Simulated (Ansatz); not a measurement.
Input for Ansatz (a quantum-chemistry and plane-wave program): R-PBE0/def2-TZVPPD on GeH4 (SMILES [GeH4]) with ghost functions, monomers drawn apart or pushed together. Files ending in .json are basis or fitting sets from the Basis Set Exchange.

Ansatz 0.2 input:
```yaml
crystal:
  periodic: [false, false, false]
  atoms:
    - {symbol: Ge, position_ang: [0.11057783, 0.05083799, -0.08422467]}
    - {symbol: H, position_ang: [-1.40387662, 0.02942135, 0.15658022]}
    - {symbol: H, position_ang: [0.39073553, 0.12046956, -1.59506055]}
    - {symbol: H, position_ang: [0.74358985, -1.22941606, 0.48266219]}
    - {symbol: H, position_ang: [0.73231329, 1.27433504, 0.60332693]}
basis:
  gaussian:
    orbitals: def2-TZVPPD.json
    ghost_atoms:
      - {symbol: Se, position_ang: [-0.17657739, -1.01999232, 5.34744743]}
      - {symbol: H, position_ang: [-0.37935005, -0.00923388, 6.39660997]}
      - {symbol: H, position_ang: [1.18253795, -0.52574471, 5.08508129]}
hamiltonian:
  xc: {name: PBE0}
scf: {lower_state_search: off}
```

The log:

```
Functional definition: PBE0
[...]
these checks for a lower state are left out or cut short: stability, starts, cluster_reference, orbital_swaps, neighbouring_geometries, increment
integrals: 0.13 GiB planned
1181 factors; their error is unknown
mean field: 0.96 GiB planned
mean field evaluation 1: about -56575.2411 eV, gradient 1.6e1 eV
mean field evaluation 2: about -56575.3781 eV, gradient 1.5e1 eV
mean field evaluation 4: about -56575.4945 eV, gradient 3.1e-1 eV
mean field evaluation 8: about -56575.7258 eV, gradient 9.0e-4 eV
mean field -56575.72577562 eV, -2079.1195738497 hartree, gradient 4.0e-6 eV, S^2 0.000000; 0 other end points of the search recorded, 0 dependent functions left out
reference -56575.72580351 eV, -2079.1195748749 hartree; 18, 18 occupied and 195, 195 virtual orbitals, 1181 factors
Total energy: -56575.72580351 eV, -2079.1195748749 hartree
Checks for a lower state left out: stability, starts, cluster_reference, orbital_swaps, neighbouring_geometries, increment
```

The calculation finished and met its thresholds.

Cost: very roughly 4 core-seconds.
